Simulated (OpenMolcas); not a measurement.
**Computed levels of Fe**

- Program: OpenMolcas
- Method: XMS-CASPT2, IPEA 0.25 Eh, imaginary shift 0.1 Eh (closed shells correlated: 3s 3p 4s)
- Basis: ANO-RCC-VTZP [6s5p3d2f1g]
- Scalar Hamiltonian: DKH2, point nucleus
- Active space: 6 electrons in 5 orbitals (3d)
- State averaging: 2S+1 = 5 even, 5 roots; 2S+1 = 3 even, 45 roots; 2S+1 = 1 even, 50 roots (35 in the spin-orbit step)
- Spin-orbit coupling: RASSI with atomic mean-field integrals over the reference wave functions, term energies averaged over their components

With spin-orbit coupling, above the lowest level:

| Configuration | Term | J | E (cm-1) | Measured (cm-1) | Term weight % |
| --- | --- | --- | --- | --- | --- |
| 3d6 4s2 | 5D | 4 | 0.0 | 0.0 | 100 |
| 3d6 4s2 | 5D | 3 | 427 | 416 | 100 |
| 3d6 4s2 | 5D | 2 | 727 | 704 | 100 |
| 3d6 4s2 | 5D | 1 | 920 | 888 | 100 |
| 3d6 4s2 | 5D | 0 | 1015 | 978 | 100 |
| 3d6 4s2 | 3P(1) | 2 | 19260 | 18378 | 100 |
| 3d6 4s2 | 3H | 6 | 20360 | 19390 | 100 |
| 3d6 4s2 | 3P(1) | 1 | 20500 | 19552 | 100 |
| 3d6 4s2 | 3H | 5 | 20570 | 19621 | 98 |
| 3d6 4s2 | 3H | 4 | 20720 | 19788 | 96 |
| 3d6 4s2 | 3P(1) | 0 | 21030 | 20038 | 99 |
| 3d6 4s2 | 3F(1) | 4 | 21580 | 20641 | 95 |
| 3d6 4s2 | 3F(1) | 3 | 21800 | 20874 | 98 |
| 3d6 4s2 | 3F(1) | 2 | 21950 | 21039 | 100 |
| 3d6 4s2 | 3G | 5 | 24580 | 23784 | 98 |
| 3d6 4s2 | 3G | 4 | 24950 | 24119 | 96 |
| 3d6 4s2 | 3G | 3 | 25120 | 24339 | 98 |
| 3d6 4s2 | 1I | 6 | 30290 | 29313 | 100 |
| 3d6 4s2 | 1G | 4 | 30540 | 29799 | 99 |
| 3d6 4s2 | 3D | 1 | 30700 | 29320 | 100 |
| 3d6 4s2 | 3D | 2 | 30710 | 29357 | 99 |
| 3d6 4s2 | 3D | 3 | 30840 | 29372 | 100 |
| 3d6 4s2 | 1S | 0 | 34610 |  | 99 |
| 3d6 4s2 | 1D | 2 | 35570 | 34637 | 98 |
| 3d6 4s2 | 1F | 3 | 42860 |  | 99 |
| 3d6 4s2 | 3P(2) | 0 | 48640 |  | 100 |
| 3d6 4s2 | 3P(2) | 1 | 49030 |  | 100 |
| 3d6 4s2 | 3P(2) | 2 | 49840 |  | 100 |
| 3d6 4s2 | 3F(2) | 2 | 49940 |  | 100 |
| 3d6 4s2 | 3F(2) | 4 | 50000 |  | 100 |
| 3d6 4s2 | 3F(2) | 3 | 50020 |  | 99 |

Against the 22 measured excited levels shown (NIST Handbook of Basic Atomic Spectroscopic Data) the mean absolute deviation is 810 cm-1; the largest miss in energy is 3d6 4s2 3D3: computed 30840, measured 29372 cm-1 (+5.0 %).

Spin-orbit coupling puts the lowest level 443 cm-1 below the lowest spin-free term.

A least-squares Racah fit to the terms below 60000 cm-1, each weighted by 2L + 1 and with a free common offset, gives B = 901 cm-1 and C = 3738 cm-1 (C/B = 4.15), with an rms deviation of 870 cm-1.

For 5D the intervals divided by the larger J are -94.8, -96.6, -100.1, -106.7 cm-1. Landé's interval rule makes them equal in pure LS coupling; they differ by 12 % of their mean. The multiplet is inverted.

Term energies are means over components that CASPT2 splits; among the terms shown or strongly mixed into the levels shown the widest spread is 1500 cm-1 (3d6 4s2 1I). Some high roots are left out of the spin-orbit mixing, which shifts the levels that they would mix with. With the s shell closed, the reference lacks s² → p², s² → d² and s → d mixing, so excited terms can stand far too high and out of order, with CASPT2 too. The CASPT2 spread within a term exceeds the gap to the next term for 3d6 4s2 3P(1) and 3d6 4s2 3H, 3d6 4s2 3H and 3d6 4s2 3F(1), 3d6 4s2 1I and 3d6 4s2 1G and others, so the order of their levels is uncertain, and so are names and mixing where such terms share a J. Measured partners are found by configuration, term and J. A level has none where our copy of the source lacks it or the pairing is in doubt (some pairs that miss far off the trend of their configuration count as doubtful), and it then counts in no deviation. Only configurations of the active space appear. The first state left out of the spin-orbit step lies near 66000 cm-1 above the lowest spin-free state of the reference (among the parities and spins computed), and the list stops at four fifths of that energy or lower.

The term weight is that of the spin-free term in the level, not the purity of its configuration. A number in round brackets counts repeated terms of one configuration in the order of the reference energies.
